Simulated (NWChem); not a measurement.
System: CH5FOSi2; SMILES [SiH2](F)C(=O)[SiH3]

Input file for NWChem:

```
start job
memory heap 200 mb stack 900 mb global 1100 mb
geometry units angstroms noautoz
  O     -1.801338    -0.841526    -0.001541
  C     -0.650895    -0.450969     0.004660
  Si     0.854952    -1.687921    -0.001030
  Si    -0.398305     1.465902     0.019476
  F      1.206700     1.753530     0.017590
  H      1.685792    -1.418504     1.210876
  H      0.349258    -3.089260    -0.000377
  H      1.675771    -1.416468    -1.219357
  H     -1.000908     2.059201    -1.204312
  H     -0.994140     2.038949     1.256239
end
basis spherical
  * library def2-tzvp
end
dft
  xc hfexch
  iterations 150
  semidirect filesize 400000000
  mulliken
end
task dft energy
```

All runs use the structure optimised with PBE0/def2-SVP.

**Question.** Predict the main results of this run. (Hartree-Fock/def2-TZVP.) Quantities: energy (Ha); highest occupied level (eV); orbital gap (eV); dipole (D).

**Answer.** 
```json
{
  "energy (Ha)": "-793.09",
  "highest occupied level (eV)": "-10.10",
  "orbital gap (eV)": "11.94",
  "dipole (D)": "0.96"
}
```
